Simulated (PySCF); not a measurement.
Geometry (Å), atoms numbered from 1 in this order:
```xyz
28

C     4.237   -0.110   -0.006
C     3.210    0.515   -0.582
C     1.849   -0.074   -0.786
C     0.804    0.683    0.029
N    -0.587    0.202   -0.092
C    -1.062    0.267   -1.483
B    -1.599    1.112    0.863
C    -2.831    0.066    1.087
C    -2.282   -1.324    0.698
C    -0.784   -1.156    0.476
H     4.147   -1.140    0.356
H     5.206    0.379    0.121
H     3.344    1.548   -0.929
H     1.598   -0.024   -1.860
H     1.861   -1.139   -0.507
H     1.055    0.645    1.098
H     0.792    1.748   -0.249
H    -2.146    0.106   -1.503
H    -0.571   -0.491   -2.112
H    -0.860    1.270   -1.879
H    -0.945    1.312    1.885
H    -1.821    2.150    0.248
H    -3.730    0.299    0.493
H    -3.154    0.077    2.139
H    -2.754   -1.705   -0.223
H    -2.454   -2.101    1.460
H    -0.248   -1.166    1.436
H    -0.339   -1.924   -0.178
```

Geometry: PBE0-D3(BJ)/def2-SVP; GIAO absolute shieldings from PySCF 2.14, gas phase, non-relativistic, averaged over equivalent atoms.

At PBE0/pcSseg-1 (260 basis functions, 64 s wall time on 1 thread of an Arm Neoverse V2, shared host):
```
      atoms  σ (ppm)
         C2     40.8
         C1     58.1
         C4    120.0
        C10    122.8
         C6    141.2
         C3    151.9
         C9    158.7
         C8    176.2
         N5    189.4
         B7    105.4
        H13    25.40
        H11    25.79
        H12    25.85
        H17    28.32
        H16    28.76
        H22    28.77
        H28    28.87
        H27    28.88
        H21    28.98
        H14    29.00
H18/H19/H20    29.04
        H26    29.35
        H15    29.36
        H25    29.66
        H24    30.27
        H23    30.46
```

**Question.** What do these become at B3LYP/pcSseg-1?

**Answer.** 
```csv
atoms,σ at B3LYP/pcSseg-1,change
C2,34.7,-6.1
C1,54.0,-4.1
C4,113.1,-6.9
C10,116.3,-6.5
C6,135.4,-5.8
C3,145.7,-6.2
C9,152.5,-6.2
C8,170.0,-6.2
N5,181.8,-7.6
B7,101.0,-4.4
H13,25.58,+0.18
H11,26.03,+0.24
H12,26.11,+0.26
H17,28.44,+0.12
H16,28.85,+0.09
H22,28.97,+0.20
H28,28.96,+0.09
H27,28.98,+0.10
H21,29.17,+0.19
H14,29.11,+0.11
H18/H19/H20,29.14,+0.10
H26,29.47,+0.12
H15,29.49,+0.13
H25,29.76,+0.10
H24,30.41,+0.14
H23,30.58,+0.12
```

The largest change is at N5 (donor nitrogen of a Lewis adduct). Cost: 260 basis functions, 59 s wall time on 1 thread of an Arm Neoverse V2, shared host. The order of the carbon signals is the same at both levels.

A carbon bonded to boron is broadened by the quadrupolar boron nucleus and is often missing from a measured spectrum.
